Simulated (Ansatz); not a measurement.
```yaml
crystal:
  periodic: [false, false, false]
  atoms:
    - {symbol: C, position_ang: [-1.001798, 0.219403, 1.330452]}
    - {symbol: C, position_ang: [-0.386041, -0.079438, 0.425440]}
    - {symbol: B, position_ang: [0.535034, -0.276349, -0.648226]}
    - {symbol: Cl, position_ang: [0.871854, -1.712425, -1.414159]}
    - {symbol: Cl, position_ang: [1.635238, 0.925730, -1.429556]}
    - {symbol: H, position_ang: [-1.776225, 0.401843, 1.910404]}
basis:
  gaussian: {orbitals: STO-3G}
hamiltonian: {xc: {name: B97M-V}}
accuracy: high
relax: {f_tol: 0.001, max_steps: 2}
output: {forces: true}
```

```sh
$ ansatz run in.yaml --threads 4 --pin off --events-out ev --progress --plain --max-ram 10444MiB
```

Shortened log:

```
Functional definition: B97M-V
658 factors; integrals over basis functions are off by at most 1.8e-9 eV
mean field evaluation 1: about -27500.9931 eV, gradient 2.0e1 eV
mean field evaluation 2: about -27499.3162 eV, gradient 3.1e1 eV
mean field evaluation 4: about -27502.5725 eV, gradient 2.3e0 eV
mean field evaluation 8: about -27502.5061 eV, gradient 1.4e-2 eV
mean field evaluation 16: about -27502.5061 eV, gradient 2.5e-7 eV
mean field -27502.50607677 eV, -1010.6984564533 hartree, gradient 6.0e-8 eV, S^2 0.000000; 0 other end points of the search recorded, 0 dependent functions left out
reference -27502.50607963 eV, -1010.6984565581 hartree; 26, 26 occupied and 8, 8 virtual orbitals, 658 factors
relax step   1: F+E_penalty+E_count = -27502.50607677 eV  Δ(F+E_penalty+E_count) = +0.000e0 eV  max|allowed force component| = 7.204e0 eV/Å  Δτ_max = 0.0000 Å  (24 SCF iters, accepted)
661 factors; integrals over basis functions are off by at most 1.8e-9 eV
mean field -27503.73821571 eV, -1010.7437367240 hartree, gradient 1.6e-8 eV, S^2 0.000000; 0 other end points of the search recorded, 0 dependent functions left out
reference -27503.73821864 eV, -1010.7437368318 hartree; 26, 26 occupied and 8, 8 virtual orbitals, 661 factors
relax step   2: F+E_penalty+E_count = -27503.73821571 eV  Δ(F+E_penalty+E_count) = -1.232e0 eV  max|allowed force component| = 2.172e0 eV/Å  Δτ_max = 0.1906 Å  (39 SCF iters, accepted)
Error: geometry relaxation did not converge after 2 steps: max|allowed force component| = 2.17e0 eV/Å (threshold 1.0e-3). Raise `relax.max_steps` over both its present limit and 2, loosen `relax.f_tol`, or start from a geometry closer to equilibrium. Where this run's directory can be resumed (`checkpoint.write`), a resume goes on for up to `relax.max_steps` more
```

(1) Something in this input is off. What?

## Answers

(1) The relaxation is allowed too few steps for its threshold. No converged result was reached.
